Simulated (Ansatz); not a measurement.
Consider the substitution at a C–Ga bond: `C/N=[C](\C)[GaH2]` + HCl → `C/N=C(/C)Cl` + `[GaH3]`.

Gas-phase electronic energies from Ansatz, PBE0-D4/def2-TZVP geometries. CCSD(T)/CBS adds triple-zeta CCSD(T) − MP2 to the extrapolated MP2 energy (def2 sets, frozen cores). This one scheme is used for every species. Double bonds are as drawn, so ΔE can hold a change between cis and trans. DFT in def2-TZVPP. B3LYP here is the variant with VWN-RPA as its local correlation; programs differ in this. For Ga outer-core shells are correlated without core-valence functions, which leaves a few kJ/mol of doubt a bond. Scalar relativity is left out up to krypton.

```tsv
level	ΔE (kcal/mol)	difference from CCSD(T)/CBS
PBE-D4	-3.2	-4.2
B3LYP-D4	-1.9	-2.9
ωB97X-V	-1.7	-2.7
ωB97M-V	-1.4	-2.4
B2PLYP	-1.9	-2.9
PBE	-3.8	-4.8
r2SCAN	-3.9	-4.9
B3LYP	-2.9	-3.9
SCS-MP2/def2-TZVPP	-0.1	-1.1
CCSD/def2-TZVPP	1.1	0.1
CCSD(T)/def2-TZVPP	0.8	-0.2
HF/def2-QZVPP	-2.0	-3.0
MP2/def2-QZVPP	0.0	-1.0
SCS-MP2/def2-QZVPP	-0.1	-1.1
HF/CBS(def2)	-2.0	-3.0
CCSD/CBS(def2)	1.4	0.4
CCSD(T)/CBS	1.0	0
```

Largest T1 diagnostic among the species: 0.013.

The D4 term adds +0.9 kcal/mol with B3LYP and +0.6 kcal/mol with PBE0; it sums over pairs of atoms, weighted by their polarisabilities, and B3LYP, whose exchange is more repulsive, gets the larger term. From PBE to PBE0 (25 % exact exchange), in def2-TZVPP and without D4, ΔE moves by +1.0 kcal/mol. In def2-TZVPP, CCSD(T) changes the Hartree–Fock value by +2.6 kcal/mol (the triples alone add −0.3 kcal/mol) and MP2 by +1.7 kcal/mol.
